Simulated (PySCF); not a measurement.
Input of a run (PBE0-D3(BJ)/def2-SVP geometry optimisation, gas phase, def2 core potentials past Kr (PySCF 2.14.0)), started from GFN2-xTB:
```
{"job": {"xc": "PBE0", "basis": "def2-SVP", "d3": "d3bj", "grid": 1, "maxiter": 40, "shake": 0.03, "kind": "geom"}, "charge": 0, "multiplicity": 1}
Sn    -0.366660    -0.651220    -1.355990
O     -0.353700    -0.514980     0.629630
C      0.235440     0.364430     1.498950
C      0.057480     1.837290     1.210990
C     -0.244610    -0.019950     2.883110
C      1.801930     0.193760     1.481710
H      0.409550     2.481000     1.977310
H      0.407870     2.121260     0.232910
H     -1.126610     1.974210     1.257740
H     -1.323000     0.119700     2.964260
H      0.188840     0.617190     3.705800
H      0.007570    -1.039340     3.140350
H      2.115800     0.520930     0.492410
H      1.998100    -0.862870     1.657130
H      2.279820     0.733990     2.267870
C      1.600700    -0.496980    -2.226070
H      2.272230    -1.126300    -1.662780
H      1.960510     0.492490    -2.256750
H      1.556770    -0.948360    -3.253100
C     -1.759470     1.125270    -2.047170
H     -2.525300     1.279620    -1.370020
H     -2.102010     0.794850    -3.047810
H     -1.073550     2.044200    -2.232140
C     -1.430700    -2.508880    -1.499640
H     -2.271000    -2.533670    -0.872590
H     -0.787740    -3.245250    -1.096080
H     -1.680850    -2.798020    -2.459600
```

Output (energies in Eh, forces in Eh/bohr):
```
step   0  E = -566.41897333  max force = 0.094530
step   1  E = -566.45820322  max force = 0.024523
step   2  E = -566.46142428  max force = 0.007946
step   3  E = -566.46211247  max force = 0.003745
step   4  E = -566.46227565  max force = 0.001273
step   5  E = -566.46236139  max force = 0.000912
step   6  E = -566.46239315  max force = 0.001299
step   7  E = -566.46241689  max force = 0.000835
step   8  E = -566.46243385  max force = 0.000290
step   9  E = -566.46244529  max force = 0.000447
optimisation converged
```

Q: Summarise the run.

A: The energy falls by 1.183 eV over 10 energy and gradient evaluations, the largest force component goes from 0.0945 to 4.5e-04 Eh/bohr, and the atoms move by 0.282 Å rms after alignment. The bond that changes most is Sn1–C20 (ends: tin bonded to 3 C and O; carbon bonded to Sn and 3 H), which shortens by 0.212 Å. Bonds longer at the end by more than 0.005 Å: 17 of 26; shorter: 7. Among the angles that change most is C3–C4–H9, from 102.8° to 110.5°. Among the dihedrals that turn most is Sn1–O2–C3–C5, from 175° to 161°. The energy never rose by more than 1e-6 Eh on the way. The first step brought 90 % of the lowering.

Q: What are the final bond lengths?

A: Sn1–O2 2.004 Å, Sn1–C16 2.154 Å, Sn1–C20 2.149 Å, Sn1–C24 2.141 Å, O2–C3 1.408 Å, C3–C4 1.530 Å, C3–C5 1.528 Å, C3–C6 1.530 Å, C4–H7 1.101 Å, C4–H8 1.104 Å, C4–H9 1.101 Å, C5–H10 1.100 Å, C5–H11 1.101 Å, C5–H12 1.100 Å, C6–H13 1.101 Å, C6–H14 1.100 Å, C6–H15 1.101 Å, C16–H17 1.099 Å, C16–H18 1.099 Å, C16–H19 1.100 Å, C20–H21 1.099 Å, C20–H22 1.100 Å, C20–H23 1.099 Å, C24–H25 1.099 Å, C24–H26 1.099 Å, C24–H27 1.100 Å. Numbering counts from 1 in the input's order; the species is Sn(OtBu)Me3, `CC(C)(C)[O][Sn]([CH3])([CH3])[CH3]`.

The run used 228 basis functions and 71 SCF cycles in all.

No PBE0-D3(BJ)/def2-SVP frequencies stand behind this structure, so it isn't proved a minimum.
